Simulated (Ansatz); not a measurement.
`CC(F)(F)C(F)CF` + H₂ → `CC(F)(F)CF` + fluoromethane at 298.15 K and 1 bar (hydrogenolysis of a C–C bond).

Program: Ansatz. Geometries: PBE0-D4/def2-TZVP. ΔE: electronic, gas phase. CCSD(T)/CBS is the MP2 limit (def2-TZVPP, def2-QZVPP) plus CCSD(T) − MP2 in def2-TZVPP, frozen cores. This one scheme is used for every species. Each species was taken in one conformer, which may not be the lowest.

```json
{"species": "`CC(F)(F)C(F)CF`", "CCSD(T)/CBS energy (Eh)": "-554.98613", "H − E (kJ/mol)": "291.8", "S (J/(mol·K))": "375.2"}
{"species": "H₂", "CCSD(T)/CBS energy (Eh)": "-1.17544", "H − E (kJ/mol)": "35.1", "S (J/(mol·K))": "130.4"}
{"species": "`CC(F)(F)CF`", "CCSD(T)/CBS energy (Eh)": "-416.54394", "H − E (kJ/mol)": "231.7", "S (J/(mol·K))": "328.1"}
{"species": "`CF`", "CCSD(T)/CBS energy (Eh)": "-139.63461", "H − E (kJ/mol)": "113.4", "S (J/(mol·K))": "222.6"}
```

H − E and S are ideal-gas, rigid-rotor, harmonic terms from PBE0-D4/def2-TZVP, for one conformer and one mirror image of each species. The MP2-based limit puts H₂ 0.8 mEh under its directly extrapolated value; such offsets cancel only in part. 1 Eh = 2625.50 kJ/mol, R = 8.31446 J/(mol·K).

Q: By hand: ΔE, ΔH, ΔS and ΔG.

A: ΔE = (-416.54394) + (-139.63461) − (-554.98613) − (-1.17544) = -0.01698 Eh = -44.6 kJ/mol. Δ(H − E) = 231.7 + 113.4 − 291.8 − 35.1 = 18.2, so ΔH = -26.4 kJ/mol. ΔS = 328.1 + 222.6 − 375.2 − 130.4 = 45.1 J/(mol·K). ΔG = -26.4 − 298.15 × (45.1)/1000 = -39.8 kJ/mol.

Q: By hand: the equilibrium constant, and the temperature at which ΔG would vanish if ΔH and ΔS stayed fixed.

A: log₁₀ K = −ΔG/(RT ln 10) = 7.0. ΔH and −TΔS have one sign here, so there is no such temperature.

TΔS isn't small against ΔH here. A doubt of 5 kJ/mol in ΔE shifts log₁₀ K by 0.9 here. Other conformers and mirror images would add mixing entropy, several J/(mol·K) or more a flexible species. These are equilibria of isolated gas molecules and say nothing of rates. Largest T1 diagnostic: 0.011 (customary marks: 0.02 for closed shells, 0.045 for open ones).
